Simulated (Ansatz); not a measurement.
MgBr₂, relaxed as a singlet with RKS r2SCAN-D4/def2-TZVP in Ansatz, starting from the GFN2-xTB geometry. Force threshold 0.02 eV/Å.

Start:

```xyz
3

Mg    0.017   -0.012    0.006
Br   -1.550   -1.489    0.964
Br    1.533    1.502   -0.971
```

```json
{"step": "1", "energy (eV)": "-145539.8848", "largest force component (eV/Å)": "0.371", "SCF passes": "16"}
{"step": "2", "energy (eV)": "-145539.8977", "largest force component (eV/Å)": "0.013", "SCF passes": "19"}
```

Force components are those of the run's own axes.

End:

```xyz
3

Mg    0.011   -0.009    0.004
Br   -1.525   -1.470    0.952
Br    1.514    1.479   -0.956
```

By distances, no bond broke or formed. The bond that changes most is Mg1–Br2, from 2.36 to 2.32 Å (atoms count from 1).

No frequencies were taken in this run, so the end may be a saddle point.

Hardware: 4 threads of Arm Neoverse V2 on a shared host. Wall time 3.1 s.
